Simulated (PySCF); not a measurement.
Cl₅Re, SMILES [Cl][Re+]([Cl])([Cl])([Cl])[Cl] (connectivity only; charge and spin as stated), charge +1, multiplicity 2.

Geometry optimised at PBE-D3(BJ)/def2-SVP. The multiplicity is an assumed one; other spin states were not compared. The def2 effective core potentials stand for the cores of Re; spin–orbit coupling is left out.

Calculation: PBE-D3(BJ)/def2-SVP in PySCF.

Frequencies are harmonic and unscaled.

| mode | ν (cm⁻¹) | IR (km/mol) | moving atoms (share of kinetic energy) |
|---|---|---|---|
| 1 | 49 | 3.5 | Cl 99 % |
| 2 | 68 | 0.6 | Cl 89 %, Re 11 % |
| 3 | 124 | 8.0 | Cl 81 %, Re 19 % |
| 4 | 141 | 0.8 | Cl 73 %, Re 27 % |
| 5 | 183 | 3.0 | Cl 75 %, Re 25 % |
| 6 | 192 | 0.0 | Cl 100 % |
| 7 | 193 | 0.0 | Cl 100 % |
| 8 | 350 | 0.0 | Cl 100 % |
| 9 | 378 | 54.0 | Cl 77 %, Re 23 % |
| 10 | 412 | 0.5 | Cl 99 % |
| 11 | 416 | 45.3 | Cl 81 %, Re 19 % |
| 12 | 430 | 37.6 | Cl 79 %, Re 21 % |
